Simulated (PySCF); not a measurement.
# One molecule, several mistakes: CFH6NSi

All numbers below are calculated, not measured. The program is PySCF 2.14.0, an open-source quantum chemistry code, run on an isolated molecule that a program drew, which may never have been made. The molecule is CFH6NSi (charge 0, singlet), drawn as the SMILES string `NC[SiH2]F`.

Each row is a Hartree-Fock (HF) and frozen-core CCSD(T) single point in the cc-pV(D+d)Z basis, meant for a local HF minimum. Run 1 is clean. Each other run has one planted mistake out of seven kinds, and not every kind appears here: one electron removed, one electron added, multiplicity raised by two, geometry at a saddle point, minimal basis STO-3G, one bond length entered in bohr, all coordinates scaled. The reference is restricted for singlets and unrestricted otherwise, and also for a bond in bohr. Adding or removing an electron swaps singlet and doublet. Electrons count all cores. HOMO and LUMO are orbital energies over both spins, the gradient is its largest component, and the lowest frequency (negative if imaginary) is given only where the gradient is small. Bond lengths are over the 9 bonds as drawn. T1 is the CCSD diagnostic: over 0.02 (restricted) or 0.045 (unrestricted) a single reference is doubtful.

Geometry of the clean run:
```xyz
10
CFH6NSi, angstrom
N     0.1850   -0.0388   -0.7488
C     0.8717    0.7987    0.2375
Si    2.5517    0.0229    0.5360
F     3.2753    0.7778    1.7750
H    -0.1505   -0.8844   -0.3190
H    -0.6268    0.4287   -1.1142
H     0.3175    0.9564    1.1723
H     1.0353    1.7893   -0.1962
H     3.4294    0.1650   -0.6375
H     2.4112   -1.3984    0.9104
```

| run | electrons | basis functions | <S^2> | HOMO (eV) | LUMO (eV) | gradient (hartree/bohr) | lowest frequency (cm^-1) | mean bond (Å) | longest bond (Å) | T1 | HF (hartree) | CCSD(T) (hartree) | mistake |
|---|---|---|---|---|---|---|---|---|---|---|---|---|---|
| 1 | 42 | 95 | 0.000 | -10.72 | 4.17 | 3.8e-05 | 108 | 1.3459 | 1.874 | 0.0100 | -484.24621 | -484.90590 | no fault |
| 2 | 42 | 95 | 0.836 | -10.96 | 2.75 | 1.5e-02 | - | 1.4453 | 1.900 | 0.0439 | -484.12721 | -484.77461 | one bond length entered in bohr |
| 3 | 42 | 95 | 2.009 | -2.79 | 0.21 | 6.5e-02 | - | 1.3459 | 1.874 | 0.0312 | -484.01988 | -484.67055 | multiplicity raised by two |
| 4 | 42 | 95 | 0.000 | -10.64 | 4.46 | 4.4e-02 | - | 1.2866 | 1.792 | 0.0093 | -484.22527 | -484.87691 | all coordinates scaled |
| 5 | 42 | 30 | 0.000 | -8.51 | 13.39 | 2.6e-02 | - | 1.3459 | 1.874 | 0.0071 | -478.28638 | -478.48450 | ? |

**Which mistake was planted in run 5, and what did it cost?**

It has 30 basis functions where the clean run has 95, with the same electrons and geometry. So the mistake is: minimal basis STO-3G. Subtracting run 1 and multiplying by 627.51 kcal/mol a hartree, the energy moved by 3739.8 kcal/mol in HF and 4029.5 kcal/mol in CCSD(T).

